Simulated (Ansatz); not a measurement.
Geometry optimisation of C₂H₁₃GeInSi₂Zn, SMILES `C[C]([SiH3])([ZnH])[GeH2][SiH2][InH2]`.

```yaml
crystal:
  periodic: [false, false, false]
  atoms:
    - {symbol: C, position_ang: [-2.416630, -0.607490, -0.541140]}
    - {symbol: C, position_ang: [-0.930240, -0.453210, -0.194010]}
    - {symbol: Si, position_ang: [-0.617750, -0.516670, 1.655420]}
    - {symbol: Zn, position_ang: [0.256040, -1.988080, -0.911770]}
    - {symbol: Ge, position_ang: [-0.333550, 1.298190, -0.886920]}
    - {symbol: Si, position_ang: [1.642790, 2.204230, 0.062240]}
    - {symbol: In, position_ang: [3.189570, 0.051040, 0.148690]}
    - {symbol: H, position_ang: [-2.802920, -1.550770, -0.155520]}
    - {symbol: H, position_ang: [-3.024700, 0.201280, -0.117270]}
    - {symbol: H, position_ang: [-2.571420, -0.598640, -1.623200]}
    - {symbol: H, position_ang: [-1.127360, -1.769540, 2.224060]}
    - {symbol: H, position_ang: [-1.184250, 0.597660, 2.439930]}
    - {symbol: H, position_ang: [0.871700, -0.443820, 1.896850]}
    - {symbol: H, position_ang: [0.020600, -3.430410, -1.327520]}
    - {symbol: H, position_ang: [-0.167070, 1.315480, -2.412740]}
    - {symbol: H, position_ang: [-1.430130, 2.369080, -0.735320]}
    - {symbol: H, position_ang: [2.464660, 3.258370, -0.578930]}
    - {symbol: H, position_ang: [1.593450, 2.559530, 1.496980]}
    - {symbol: H, position_ang: [1.933530, -1.414830, -0.905260]}
    - {symbol: H, position_ang: [4.633670, -1.081400, 0.465440]}
basis:
  gaussian: {orbitals: def2-TZVP}
hamiltonian: {xc: pbe0, dispersion: d4}
relax: {f_tol: 0.005, max_steps: 150}
```

```sh
$ ansatz run in.yaml --threads 4 --pin off --events-out ev --progress --plain --max-ram 66560MiB --backend cuda --devices 0, --max-vram 37GiB
```

Shortened log:

```
Functional definition: PBE0
mean field -128129.50528131 eV, -4708.6724697903 hartree, gradient 3.5e-5 eV, S^2 0.000000; 0 other end points of the search recorded, 0 dependent functions left out
relax step   1: F+E_penalty+E_count = -128130.17343295 eV  Δ(F+E_penalty+E_count) = +0.000e0 eV  max|allowed force component| = 1.347e0 eV/Å  Δτ_max = 0.0000 Å  (33 SCF iters, accepted)
mean field -128130.07085197 eV, -4708.6932541285 hartree, gradient 9.5e-6 eV, S^2 0.000000; 0 other end points of the search recorded, 0 dependent functions left out
relax step   2: F+E_penalty+E_count = -128130.72586273 eV  Δ(F+E_penalty+E_count) = -5.524e-1 eV  max|allowed force component| = 5.619e-1 eV/Å  Δτ_max = 0.1949 Å  (34 SCF iters, accepted)
mean field -128130.19227617 eV, -4708.6977163855 hartree, gradient 2.1e-5 eV, S^2 0.000000; 0 other end points of the search recorded, 0 dependent functions left out
relax step   3: F+E_penalty+E_count = -128130.86406111 eV  Δ(F+E_penalty+E_count) = -1.382e-1 eV  max|allowed force component| = 7.898e-1 eV/Å  Δτ_max = 0.1940 Å  (33 SCF iters, accepted)
mean field -128130.27514399 eV, -4708.7007617219 hartree, gradient 1.4e-5 eV, S^2 0.000000; 0 other end points of the search recorded, 0 dependent functions left out
relax step   4: F+E_penalty+E_count = -128130.94536960 eV  Δ(F+E_penalty+E_count) = -8.131e-2 eV  max|allowed force component| = 2.134e-1 eV/Å  Δτ_max = 0.1379 Å  (32 SCF iters, accepted)
mean field -128130.32319793 eV, -4708.7025276714 hartree, gradient 1.7e-5 eV, S^2 0.000000; 0 other end points of the search recorded, 0 dependent functions left out
relax step   5: F+E_penalty+E_count = -128130.99333132 eV  Δ(F+E_penalty+E_count) = -4.796e-2 eV  max|allowed force component| = 1.178e-1 eV/Å  Δτ_max = 0.1978 Å  (32 SCF iters, accepted)
mean field -128130.35616979 eV, -4708.7037393650 hartree, gradient 1.4e-5 eV, S^2 0.000000; 0 other end points of the search recorded, 0 dependent functions left out
relax step   6: F+E_penalty+E_count = -128131.02726459 eV  Δ(F+E_penalty+E_count) = -3.393e-2 eV  max|allowed force component| = 1.642e-1 eV/Å  Δτ_max = 0.1972 Å  (32 SCF iters, accepted)
mean field -128130.38612440 eV, -4708.7048401767 hartree, gradient 1.4e-5 eV, S^2 0.000000; 0 other end points of the search recorded, 0 dependent functions left out
relax step   7: F+E_penalty+E_count = -128131.05794277 eV  Δ(F+E_penalty+E_count) = -3.068e-2 eV  max|allowed force component| = 1.681e-1 eV/Å  Δτ_max = 0.1954 Å  (32 SCF iters, accepted)
mean field -128130.40739996 eV, -4708.7056220390 hartree, gradient 1.3e-5 eV, S^2 0.000000; 0 other end points of the search recorded, 0 dependent functions left out
relax step   8: F+E_penalty+E_count = -128131.07940951 eV  Δ(F+E_penalty+E_count) = -2.147e-2 eV  max|allowed force component| = 1.072e-1 eV/Å  Δτ_max = 0.1946 Å  (32 SCF iters, accepted)
mean field -128130.41694929 eV, -4708.7059729703 hartree, gradient 1.4e-5 eV, S^2 0.000000; 0 other end points of the search recorded, 0 dependent functions left out
relax step   9: F+E_penalty+E_count = -128131.08859642 eV  Δ(F+E_penalty+E_count) = -9.187e-3 eV  max|allowed force component| = 1.702e-1 eV/Å  Δτ_max = 0.1856 Å  (32 SCF iters, accepted)
mean field -128130.42503246 eV, -4708.7062700213 hartree, gradient 8.3e-6 eV, S^2 0.000000; 0 other end points of the search recorded, 0 dependent functions left out
relax step  10: F+E_penalty+E_count = -128131.09625816 eV  Δ(F+E_penalty+E_count) = -7.662e-3 eV  max|allowed force component| = 1.424e-1 eV/Å  Δτ_max = 0.0769 Å  (34 SCF iters, accepted)
mean field -128130.42930800 eV, -4708.7064271448 hartree, gradient 8.0e-6 eV, S^2 0.000000; 0 other end points of the search recorded, 0 dependent functions left out
relax step  11: F+E_penalty+E_count = -128131.10063236 eV  Δ(F+E_penalty+E_count) = -4.374e-3 eV  max|allowed force component| = 1.073e-1 eV/Å  Δτ_max = 0.0582 Å  (34 SCF iters, accepted)
mean field -128130.43262036 eV, -4708.7065488716 hartree, gradient 8.3e-6 eV, S^2 0.000000; 0 other end points of the search recorded, 0 dependent functions left out
relax step  12: F+E_penalty+E_count = -128131.10358460 eV  Δ(F+E_penalty+E_count) = -2.952e-3 eV  max|allowed force component| = 5.951e-2 eV/Å  Δτ_max = 0.0866 Å  (33 SCF iters, accepted)
mean field -128130.43722225 eV, -4708.7067179882 hartree, gradient 8.9e-6 eV, S^2 0.000000; 0 other end points of the search recorded, 0 dependent functions left out
relax step  13: F+E_penalty+E_count = -128131.10774970 eV  Δ(F+E_penalty+E_count) = -4.165e-3 eV  max|allowed force component| = 7.229e-2 eV/Å  Δτ_max = 0.1100 Å  (32 SCF iters, accepted)
mean field -128130.44059492 eV, -4708.7068419314 hartree, gradient 8.7e-6 eV, S^2 0.000000; 0 other end points of the search recorded, 0 dependent functions left out
relax step  14: F+E_penalty+E_count = -128131.11023413 eV  Δ(F+E_penalty+E_count) = -2.484e-3 eV  max|allowed force component| = 1.326e-1 eV/Å  Δτ_max = 0.1095 Å  (32 SCF iters, accepted)
mean field -128130.44299560 eV, -4708.7069301545 hartree, gradient 8.0e-6 eV, S^2 0.000000; 0 other end points of the search recorded, 0 dependent functions left out
relax step  15: F+E_penalty+E_count = -128131.11213333 eV  Δ(F+E_penalty+E_count) = -1.899e-3 eV  max|allowed force component| = 1.229e-1 eV/Å  Δτ_max = 0.0513 Å  (34 SCF iters, accepted)
mean field -128130.44668595 eV, -4708.7070657725 hartree, gradient 9.5e-6 eV, S^2 0.000000; 0 other end points of the search recorded, 0 dependent functions left out
relax step  16: F+E_penalty+E_count = -128131.11491718 eV  Δ(F+E_penalty+E_count) = -2.784e-3 eV  max|allowed force component| = 9.783e-2 eV/Å  Δτ_max = 0.1061 Å  (32 SCF iters, accepted)
mean field -128130.44848190 eV, -4708.7071317727 hartree, gradient 8.0e-6 eV, S^2 0.000000; 0 other end points of the search recorded, 0 dependent functions left out
relax step  17: F+E_penalty+E_count = -128131.11646353 eV  Δ(F+E_penalty+E_count) = -1.546e-3 eV  max|allowed force component| = 6.290e-2 eV/Å  Δτ_max = 0.0377 Å  (34 SCF iters, accepted)
mean field -128130.44955282 eV, -4708.7071711281 hartree, gradient 8.0e-6 eV, S^2 0.000000; 0 other end points of the search recorded, 0 dependent functions left out
relax step  18: F+E_penalty+E_count = -128131.11769677 eV  Δ(F+E_penalty+E_count) = -1.233e-3 eV  max|allowed force component| = 3.968e-2 eV/Å  Δτ_max = 0.0373 Å  (34 SCF iters, accepted)
mean field -128130.45078952 eV, -4708.7072165760 hartree, gradient 8.0e-6 eV, S^2 0.000000; 0 other end points of the search recorded, 0 dependent functions left out
relax step  19: F+E_penalty+E_count = -128131.11876227 eV  Δ(F+E_penalty+E_count) = -1.066e-3 eV  max|allowed force component| = 3.294e-2 eV/Å  Δτ_max = 0.0495 Å  (34 SCF iters, accepted)
mean field -128130.45159236 eV, -4708.7072460797 hartree, gradient 8.0e-6 eV, S^2 0.000000; 0 other end points of the search recorded, 0 dependent functions left out
relax step  20: F+E_penalty+E_count = -128131.11948657 eV  Δ(F+E_penalty+E_count) = -7.243e-4 eV  max|allowed force component| = 4.699e-2 eV/Å  Δτ_max = 0.0611 Å  (33 SCF iters, accepted)
mean field -128130.45206945 eV, -4708.7072636126 hartree, gradient 7.9e-6 eV, S^2 0.000000; 0 other end points of the search recorded, 0 dependent functions left out
relax step  21: F+E_penalty+E_count = -128131.11985136 eV  Δ(F+E_penalty+E_count) = -3.648e-4 eV  max|allowed force component| = 4.877e-2 eV/Å  Δτ_max = 0.0372 Å  (35 SCF iters, accepted)
mean field -128130.45250282 eV, -4708.7072795386 hartree, gradient 7.9e-6 eV, S^2 0.000000; 0 other end points of the search recorded, 0 dependent functions left out
relax step  22: F+E_penalty+E_count = -128131.12033711 eV  Δ(F+E_penalty+E_count) = -4.858e-4 eV  max|allowed force component| = 4.018e-2 eV/Å  Δτ_max = 0.0259 Å  (34 SCF iters, accepted)
mean field -128130.45285436 eV, -4708.7072924574 hartree, gradient 8.0e-6 eV, S^2 0.000000; 0 other end points of the search recorded, 0 dependent functions left out
relax step  23: F+E_penalty+E_count = -128131.12079568 eV  Δ(F+E_penalty+E_count) = -4.586e-4 eV  max|allowed force component| = 2.636e-2 eV/Å  Δτ_max = 0.0394 Å  (34 SCF iters, accepted)
mean field -128130.45276936 eV, -4708.7072893336 hartree, gradient 8.0e-6 eV, S^2 0.000000; 0 other end points of the search recorded, 0 dependent functions left out
relax step  24: F+E_penalty+E_count = -128131.12088450 eV  Δ(F+E_penalty+E_count) = -8.883e-5 eV  max|allowed force component| = 3.081e-2 eV/Å  Δτ_max = 0.0408 Å  (34 SCF iters, accepted)
mean field -128130.45300928 eV, -4708.7072981507 hartree, gradient 8.0e-6 eV, S^2 0.000000; 0 other end points of the search recorded, 0 dependent functions left out
relax step  25: F+E_penalty+E_count = -128131.12110766 eV  Δ(F+E_penalty+E_count) = -2.232e-4 eV  max|allowed force component| = 2.424e-2 eV/Å  Δτ_max = 0.0156 Å  (35 SCF iters, accepted)
mean field -128130.45309553 eV, -4708.7073013201 hartree, gradient 8.0e-6 eV, S^2 0.000000; 0 other end points of the search recorded, 0 dependent functions left out
relax step  26: F+E_penalty+E_count = -128131.12120509 eV  Δ(F+E_penalty+E_count) = -9.743e-5 eV  max|allowed force component| = 2.132e-2 eV/Å  Δτ_max = 0.0154 Å  (35 SCF iters, accepted)
mean field -128130.45310696 eV, -4708.7073017402 hartree, gradient 8.0e-6 eV, S^2 0.000000; 0 other end points of the search recorded, 0 dependent functions left out
relax step  27: F+E_penalty+E_count = -128131.12128291 eV  Δ(F+E_penalty+E_count) = -7.782e-5 eV  max|allowed force component| = 1.326e-2 eV/Å  Δτ_max = 0.0217 Å  (35 SCF iters, accepted)
mean field -128130.45308593 eV, -4708.7073009674 hartree, gradient 8.0e-6 eV, S^2 0.000000; 0 other end points of the search recorded, 0 dependent functions left out
relax step  28: F+E_penalty+E_count = -128131.12132494 eV  Δ(F+E_penalty+E_count) = -4.203e-5 eV  max|allowed force component| = 1.216e-2 eV/Å  Δτ_max = 0.0142 Å  (35 SCF iters, accepted)
mean field -128130.45308482 eV, -4708.7073009267 hartree, gradient 2.5e-5 eV, S^2 0.000000; 0 other end points of the search recorded, 0 dependent functions left out
relax step  29: F+E_penalty+E_count = -128131.12134196 eV  Δ(F+E_penalty+E_count) = -1.702e-5 eV  max|allowed force component| = 9.303e-3 eV/Å  Δτ_max = 0.0067 Å  (25 SCF iters, accepted)
mean field -128130.45306965 eV, -4708.7073003691 hartree, gradient 1.3e-5 eV, S^2 0.000000; 0 other end points of the search recorded, 0 dependent functions left out
relax step  30: F+E_penalty+E_count = -128131.12135279 eV  Δ(F+E_penalty+E_count) = -1.083e-5 eV  max|allowed force component| = 6.522e-3 eV/Å  Δτ_max = 0.0049 Å  (25 SCF iters, accepted)
mean field -128130.45307794 eV, -4708.7073006738 hartree, gradient 1.1e-5 eV, S^2 0.000000; 0 other end points of the search recorded, 0 dependent functions left out
relax step  31: F+E_penalty+E_count = -128131.12136065 eV  Δ(F+E_penalty+E_count) = -7.856e-6 eV  max|allowed force component| = 2.468e-3 eV/Å  Δτ_max = 0.0040 Å  (25 SCF iters, accepted)
mean field -128130.45307794 eV, -4708.7073006738 hartree, gradient 1.5e-5 eV, S^2 0.000000; 1 other end points of the search recorded, 0 dependent functions left out
Total energy: -128131.12141775 eV, -4708.7318617089 hartree
Atom 0 at    -2.381642    -0.651022    -0.471307 Å, force     0.001502     0.000073    -0.000235 eV/Å
Atom 1 at    -0.890351    -0.374757    -0.183164 Å, force     0.001854     0.002300    -0.002468 eV/Å
Atom 2 at    -0.535571    -0.624401     1.599401 Å, force    -0.000316     0.000671     0.001189 eV/Å
Atom 3 at     0.283373    -1.623509    -1.231553 Å, force    -0.001309     0.000821     0.000960 eV/Å
Atom 4 at    -0.462032     1.468071    -0.733291 Å, force    -0.001029    -0.002165    -0.000205 eV/Å
Atom 5 at     1.853719     1.939065    -0.346394 Å, force    -0.001736     0.000720    -0.001463 eV/Å
Atom 6 at     2.682363    -0.263468     0.648775 Å, force     0.000100    -0.000643     0.001208 eV/Å
Atom 7 at    -2.679655    -1.662704    -0.175476 Å, force     0.000031    -0.000593     0.000022 eV/Å
Atom 8 at    -3.046148     0.044765     0.057439 Å, force    -0.000480     0.000343     0.000576 eV/Å
Atom 9 at    -2.610392    -0.554565    -1.536899 Å, force    -0.000224     0.000299    -0.000151 eV/Å
Atom 10 at    -0.747421    -2.023698     2.062591 Å, force    -0.000108    -0.000495    -0.000159 eV/Å
Atom 11 at    -1.233886     0.293014     2.546669 Å, force     0.000134    -0.000226     0.000208 eV/Å
Atom 12 at     0.938059    -0.360488     1.918170 Å, force    -0.000439     0.000065     0.000094 eV/Å
Atom 13 at     0.575319    -2.628420    -2.377790 Å, force     0.000373    -0.001329    -0.000723 eV/Å
Atom 14 at    -0.799282     1.607843    -2.235607 Å, force     0.000371    -0.000027     0.000768 eV/Å
Atom 15 at    -1.376255     2.458210     0.031059 Å, force     0.000022     0.000163     0.000162 eV/Å
Atom 16 at     2.542638     2.233736    -1.634070 Å, force    -0.000022    -0.000157    -0.000206 eV/Å
Atom 17 at     2.040661     3.104762     0.559627 Å, force     0.000378     0.000761     0.000567 eV/Å
Atom 18 at     2.035654    -1.621927    -0.336945 Å, force    -0.000072     0.000173    -0.000576 eV/Å
Atom 19 at     3.810839    -0.760508     1.838775 Å, force     0.000968    -0.000756     0.000433 eV/Å
Dipole moment:     0.009731     0.130716     0.228473 e Å
```

Run time 110 s (4 threads of an AMD EPYC 7R13 on a shared host and a share of an NVIDIA H100 80 GB); peak host memory 1.2 GiB.
